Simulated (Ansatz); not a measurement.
Reaction (ligand exchange at the Se–Al bond): `C[Se][Al]([Cl])[Cl]` + `[AsH3]` → `C[Se][AsH2]` + `[Cl][AlH][Cl]`

Isolated molecules relaxed with PBE0-D4/def2-TZVP in Ansatz; ΔE leaves out vibrations. CCSD(T)/CBS is the MP2 limit (def2-TZVPP, def2-QZVPP) plus CCSD(T) − MP2 in def2-TZVPP, frozen cores. This one scheme is used for every species. DFT in def2-TZVPP. B3LYP here is the variant with VWN-RPA as its local correlation; programs differ in this. For As, Se outer-core shells are correlated without core-valence functions, which leaves a few kJ/mol of doubt a bond. Scalar relativity is left out up to krypton. One conformer a species, not always the lowest.

```json
{"level": "revPBE-D4", "ΔE (eV)": "0.78"}
{"level": "B97M-V", "ΔE (eV)": "0.78"}
{"level": "CAM-B3LYP-D4", "ΔE (eV)": "0.82"}
{"level": "ωB97M-V", "ΔE (eV)": "0.83"}
{"level": "PBE", "ΔE (eV)": "0.78"}
{"level": "B3LYP", "ΔE (eV)": "0.76"}
{"level": "HF/def2-SVP", "ΔE (eV)": "0.87"}
{"level": "HF/def2-TZVPP", "ΔE (eV)": "0.80"}
```

Q: What does CCSD(T)/CBS give? (An estimate is asked.)

A: Computed: +0.87 eV. The listed levels differ from it by -0.09, -0.09, -0.05, -0.04, -0.09, -0.11, 0.00, -0.07 eV.

Largest T1 diagnostic among the species: 0.011.

The D4 term adds +0.04 eV with B3LYP and +0.02 eV with PBE0; it sums over pairs of atoms, weighted by their polarisabilities, and B3LYP, whose exchange is more repulsive, gets the larger term. From BLYP to BHLYP (50 % exact exchange), in def2-TZVPP and without D4, ΔE moves by +0.08 eV. Leaving LDA and LC-ωPBE aside and taking each functional with its dispersion term where it has one, the values, not all of them listed here, spread over 0.12 eV, from BLYP-D4 to r2SCAN0-D4. LDA lies +0.08 eV from PBE without D4.
